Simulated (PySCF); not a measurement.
Level of theory: B3LYP-D3(BJ)/def2-TZVP (PySCF). Gas-phase values, no solvent. One relaxed conformer stands for a flexible species; it need not be the lowest. B3LYP has the VWN-RPA correlation part, as in Gaussian. 

Reference species (SMILES): `C=[SiH]O` (C–Si–O–H torsion 0°) (neutral, multiplicity 1).

| Property | Value |
|---|---|
| LUMO | -0.50 eV |
| HOMO–LUMO gap | 5.49 eV |

Changed species: `[SiH](=O)C`.

### Question
Give the shifts of the LUMO and HOMO–LUMO gap.

### Answer
the LUMO falls by 1.22 eV, to -1.72 eV; the HOMO–LUMO gap rises by 0.42 eV, to 5.91 eV.
